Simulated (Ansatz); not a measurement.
Molecule: sum formula ReO2Cl2, charge 0, multiplicity 2. The spin state was set by rule; other spins were not relaxed. SMILES: [O]=[Re](=[O])([Cl])[Cl]
Coordinates optimised at B3LYP-D3(BJ)/def2-TZVP (Ansatz, a quantum-chemistry and plane-wave program):
```
Re
O 1 1.6975
O 1 1.6975 2 116.34
Cl 1 2.2632 2 110.71 3 127.52
Cl 1 2.2632 2 110.71 3 -127.52
```
Charge 0, spin multiplicity 2.

Property: atomisation energy (electronic, to ground-state atoms), in kcal/mol. Cores are frozen in the correlated levels unless marked. Open shells are spin-unrestricted. No spin-orbit coupling. The frozen core is the preceding noble-gas configuration, with the filled d and f shells of earlier blocks. In def2 rows, elements after Kr have scalar-relativistic effective core potentials. The coupled-cluster limit lacks core correlation, which all-electron functionals hold. CBS marks a two-point X^-3 extrapolation of the correlation energy; Hartree-Fock from the larger set. [CCSD(T)-MP2]/basis is that difference in the basis named.

| level | program | atomisation energy (kcal/mol) | minus last row |
|---|---|---|---|
| BLYP-D3(BJ)/def2-TZVPD | Ansatz + dftd3 | 488.2 | 32.6 |
| PBE0-D4/def2-TZVPD | Ansatz + dftd4 | 455.0 | -0.6 |
| BHLYP/def2-TZVPD | Ansatz | 384.8 | -70.8 |
| r2SCANh/def2-TZVPD | Ansatz | 455.8 | 0.2 |
| HSE06-D3(BJ)/def2-TZVPD | Ansatz + dftd3 | 455.4 | -0.2 |
| HSE06-D4/def2-TZVPD | Ansatz + dftd4 | 455.8 | 0.2 |
| CAM-B3LYP-D3(BJ)/def2-TZVPD | Ansatz + dftd3 | 448.3 | -7.3 |
| MP2/def2-TZVPP | Ansatz | 473.5 | 17.9 |
| CCSD/def2-SVP | Ansatz | 371.1 | -84.5 |
| RI-MP2/CBS(def2-TZVPP,def2-QZVPP)+[CCSD(T)-MP2]/def2-TZVPP | Ansatz | 455.6 | 0.0 |

The UHF reference is spin-contaminated (<S^2> 0.31 over the pure value in the largest basis).
